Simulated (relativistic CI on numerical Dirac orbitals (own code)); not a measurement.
Sc²⁺ in a cubic cluster: 2p photoemission with charge transfer

Computed with a charge-transfer multiplet model of a cubic metal-ligand cluster with up to 2 ligand holes, Slater and spin-orbit integrals from Dirac-Coulomb-Breit ions, Slater integrals scaled by 0.9. The ground state mixes d1 with configurations of k ligand holes L, whose averages lie at kΔ + k(k − 1)U_dd/2; a core hole lowers each added d electron by U_cd. 20 K, Lorentzian 0.6 eV and Gaussian 0.8 eV FWHM.

Atomic integrals in eV (Slater integrals scaled, ζ unscaled), ground: F2dd 5.299, F4dd 3.246, zeta_d 0.008; with the core hole: F2dd 5.299, F4dd 3.246, zeta_d 0.020, zeta_core 3.005, F2cd 4.627, G1cd 3.325, G3cd 1.884. Where a configuration has fewer than two d electrons, the dd integrals are those of d2.

Cluster parameters (eV): Δ = 8.6, U_cd = 5.2, 10Dq = 1.15, 10Dq(ligand) = 1.3, V(eg) = 3.05, V(t2g) = -1.4, final-state hopping factor = 1.

| Case | n_d | d1 | d2L | d3L2 | S |
| --- | --- | --- | --- | --- | --- |
| U_dd = 3.9 eV | 1.38 | 0.66 | 0.31 | 0.04 | 0.50 |
| U_dd = 4.6 eV | 1.37 | 0.66 | 0.30 | 0.03 | 0.50 |
| U_dd = 6 eV | 1.36 | 0.67 | 0.30 | 0.03 | 0.50 |

Weights, n_d and S are thermal averages at 20 K. Binding energies count from the first peak over 30 % of the highest in each spectrum, which can be another peak from case to case. The parameters are a model scan and need not match a compound or its usual spin state. Peaks in eV (height, largest 100):
- U_dd = 3.9 eV: 0.0 (100), 4.5 (46), 7.3 (7), 11.3 (7)
- U_dd = 4.6 eV: 0.0 (100), 4.5 (46), 7.3 (7), 11.4 (7)
- U_dd = 6 eV: 0.0 (100), 4.5 (46), 7.3 (7), 11.6 (6)

Curve for U_dd = 3.9 eV (points under 2 left out, the grid thinned):

E (eV), Intensity and a bar:
```
     -3.3        2.1 
     -2.9        2.7 
     -2.5        3.8 #
     -2.1        5.6 #
     -1.7        9.8 ##
     -1.3       20.6 ######
     -0.9       44.3 #############
     -0.5       75.9 #######################
     -0.1       98.1 ##############################
      0.3       93.5 #############################
      0.7       63.3 ###################
      1.1       34.9 ##########
      1.5       19.5 #####
      1.9       12.4 ###
      2.3        9.7 ##
      2.7        9.8 ##
      3.1       11.8 ###
      3.5       15.2 ####
      3.9       26.1 #######
      4.3       42.3 #############
      4.7       44.3 #############
      5.1       36.3 ###########
      5.5       27.5 ########
      6.0       14.5 ####
      6.4        8.9 ##
      6.8        7.3 ##
      7.2        7.3 ##
      7.6        7.0 ##
      8.0        5.9 #
      8.4        4.6 #
      8.8        3.6 
      9.2        3.0 
      9.6        2.7 
     10.0        3.1 
     10.4        4.3 #
     10.8        5.9 #
     11.2        7.1 ##
     11.6        6.8 #
     12.0        5.1 #
     12.4        3.4 
     12.8        2.3 
     15.7        2.8 
     16.1        3.5 
     16.5        3.0 
     16.9        2.2
```

For the case U_dd = 4.6 eV, Δ = 8.6 eV is larger than U_dd = 4.6 eV, the Mott-Hubbard side of the Zaanen-Sawatzky-Allen scheme. With the core hole the average of the configuration with one ligand hole lies at Δ − U_cd = 3.4 eV before mixing: the effective hopping of about 6.6 eV (from the holes of the mixed ground state) is comparable with this gap or larger, so the configurations mix strongly.
